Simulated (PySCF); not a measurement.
## Excitation energy of Mo⁺ by level of theory

Mo⁺ [Kr] 4d5 (6S) → Mo⁺ [Kr] 4d4 5s1 (6D), as a difference of total energies. All numbers are calculated (PySCF 2.14, scalar relativity through the core potential, in aug-cc-pwCVDZ-PP with ECP28MDF (6s6p5d3f, 70 functions)). Correlated levels: valence: 4s2 4p6 frozen; valence and next inner shell: nothing frozen outside the core potential. The calculations carry no spin-orbit coupling.

| method | excitation energy (eV) | error (eV) |
| --- | --- | --- |
| UHF | 1.428 | -0.159 |
| LDA | 1.351 | -0.236 |
| PBE | 1.405 | -0.182 |
| PBE0 | 1.538 | -0.049 |
| r2SCAN | 1.327 | -0.260 |
| PBEsol | 1.409 | -0.178 |
| CAM-B3LYP | 1.452 | -0.135 |
| BP86 | 1.339 | -0.248 |
| TPSSh | 1.441 | -0.146 |
| MP2 (valence) | 1.631 | +0.044 |
| SCS-MP2 (valence) | 1.496 | -0.091 |
| MP2 (valence and next inner shell) | 1.460 | -0.127 |
| SCS-MP2 (valence and next inner shell) | 1.387 | -0.200 |

Reference: 1.587 eV (measured; NIST levels, between the centres of gravity of the two terms).

Errors of the correlated levels include the incompleteness of this basis and the frozen core.
